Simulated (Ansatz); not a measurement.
C8H13ClFHfNO (`C[O][Hf]1234([Cl])([N](C)C)[C@@H]5[C@H]1[C@H]2[C@@]3(F)[C@@H]54`) from Hartree–Fock to CCSD(T)

Cartesian coordinates in Å:
```
C -3.122 -1.171 0.535
O -1.800 -0.783 0.667
Hf 0.083 -0.429 0.555
Cl 0.933 -0.898 2.743
N 0.240 1.585 0.339
C 0.931 2.543 -0.477
C -0.585 2.241 1.335
C 0.955 -0.617 -1.772
C 0.222 -1.789 -1.512
C 0.923 -2.544 -0.536
C 2.105 -1.838 -0.256
F 3.055 -2.249 0.569
C 2.129 -0.635 -0.973
H -3.480 -1.632 1.462
H -3.241 -1.900 -0.276
H -3.760 -0.308 0.314
H 1.540 2.052 -1.236
H 1.596 3.180 0.124
H 0.228 3.213 -0.995
H -1.349 2.883 0.872
H 0.018 2.860 2.013
H -1.115 1.513 1.962
H 0.675 0.166 -2.461
H -0.723 -2.062 -1.956
H 0.633 -3.492 -0.107
H 2.909 0.109 -0.933
```

Charge 0, multiplicity 1. Correlated methods include outer-core shells of Hf, which these sets cover unevenly. Hf: def2 effective core potential. The structure was optimised at the PBE0-D4/def2-TZVP level. It is one conformer, not always the lowest. Frozen core, restricted reference, Ansatz.

```tsv
basis	HF (Eh)	MP2 corr.	CCSD corr.	(T)	CCSD(T) total
def2-SVP	-1045.85340	?	?	-0.07466	?
def2-TZVPP	-1046.64595	-2.56167	-2.60996	?	?
def2-QZVPP	-1046.68279	?	–	–	–
```

Task: Fill in the withheld values. (An estimate is asked.)

Result: The calculation gave: def2-SVP MP2 corr.: -2.01226; def2-SVP CCSD corr.: -2.08918; def2-SVP CCSD(T) total: -1048.01724; def2-TZVPP (T): -0.12050; def2-TZVPP CCSD(T) total: -1049.37641; def2-QZVPP MP2 corr.: -2.76717.
